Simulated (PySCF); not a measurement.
## Worked example: chemical shift, span and skew from a shielding tensor

Si(H)(Cl)(Me)(OH) (CH₅ClOSi), SMILES C[SiH](O)Cl. Atoms are numbered in the order given.

```xyz
9

Si    -0.0154    -0.2852     0.5006
C      1.7424    -0.8276     0.1475
O     -1.1558    -1.4425     0.1007
Cl    -0.3472     1.4722    -0.5905
H     -0.2595     0.0047     1.9450
H      1.9758    -1.7666     0.6900
H      2.4600    -0.0468     0.4715
H      1.8973    -0.9994    -0.9371
H     -1.1638    -1.7226    -0.8313
```
Charge 0, spin multiplicity 1.

Coordinates come from a PBE-D3(BJ)/def2-SVP optimisation. Other conformers were not sampled.

GIAO shieldings from PBE0/pcSseg-1 run with PySCF, non-relativistic, no solvent. The symmetric part of the tensor of Si1 has the principal values 307.9, 337.2, 368.1 ppm. The same nucleus in TMS has σ = 352.7 ppm at this level (PySCF, at its B3LYP-D3(BJ)/def2-TZVP geometry). Without spin–orbit terms, shifts of atoms bonded to Cl or Br come out too high.

### Question
Work out the isotropic shielding, the ²⁹Si shift against TMS, the span and the skew.

### Answer

σ(iso) = (σ11 + σ22 + σ33)/3 = 337.7 ppm. δ = σ(ref) − σ(iso) = 352.7 − (337.7) = 15.0 ppm.
Span Ω = σ33 − σ11 = 60.2 ppm. Skew κ = 3(σ(iso) − σ22)/Ω = 0.03. Tumbling in solution averages the tensor to δ; in a static solid the shielding alone would spread this spin-1/2 line over Ω.
